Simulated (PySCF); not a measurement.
Species: C5H2ClOP.
Bonds: C1–C2 (triple), C2–C3, C3–O4 (aromatic), O4–C5 (aromatic), C5–P6 (aromatic), P6–C7 (aromatic), C7–Cl8, C3–C7 (aromatic). Hydrogens: H9 on C1; H10 on C5.

Definitions: NICS(0) = −σiso at the ring centroid; NICS(1) = −σiso and NICS(1)zz = −σzz at ±1 Å along the ring normal z. Level: GIAO PBE0/pcSseg-1 (PySCF, non-relativistic, gas phase) on the GFN2-xTB geometry, one conformer.

Ring bond lengths (Å), with Mayer bond orders in brackets: C3–O4 1.341 (1.04), O4–C5 1.333 (1.10), C5–P6 1.712 (1.52), P6–C7 1.774 (1.10), C7–C3 1.377 (1.42).

Q: What do the NICS probes read (ppm)?

A: 
| ring | type | NICS(0) | NICS(1), two faces | NICS(1)zz, two faces | rms pucker (Å) | centre to ring atoms, mean (Å) |
| --- | --- | --- | --- | --- | --- | --- |
| C3–O4–C5–P6–C7 | 5-membered ring with O and P; formal bonds all aromatic | -11.5 | -10.5 / -10.5 | -22.9 / -22.9 | 0.00 | 1.27 |

Q: What can be read from them?

A: 
- C3–O4–C5–P6–C7: mean NICS(1)zz -22.9 ppm, shielded.

Q: How equal are the bonds by HOMA? HOMA = 1 − mean of α(R − Ropt)² over the ring bonds, with Krygowski's 1993 parameters (CC: Ropt 1.388 Å, α 257.7 Å⁻²; CO: Ropt 1.265 Å, α 157.38 Å⁻²; CP: Ropt 1.698 Å, α 118.91 Å⁻²).

A: 
- C3–O4–C5–P6–C7: HOMA 0.53; the largest term is that of C3–O4, α(R − Ropt)² = 0.91.

Q: How shielded are the nuclei of the rings and their hydrogens (means over atoms taken as equivalent)?

A: 
| atoms | environment | σ isotropic (ppm) |
| --- | --- | --- |
| C3 | substituted aromatic carbon | 39.0 |
| O4 | furan-type oxygen | -22.5 |
| C5 | aromatic CH next to a ring oxygen | -1.7 |
| P6 | phosphorus bonded to 2 C | 177.7 |
| C7 | aromatic C–Cl carbon | 25.8 |
| H10 | aromatic hydrogen | 23.00 |
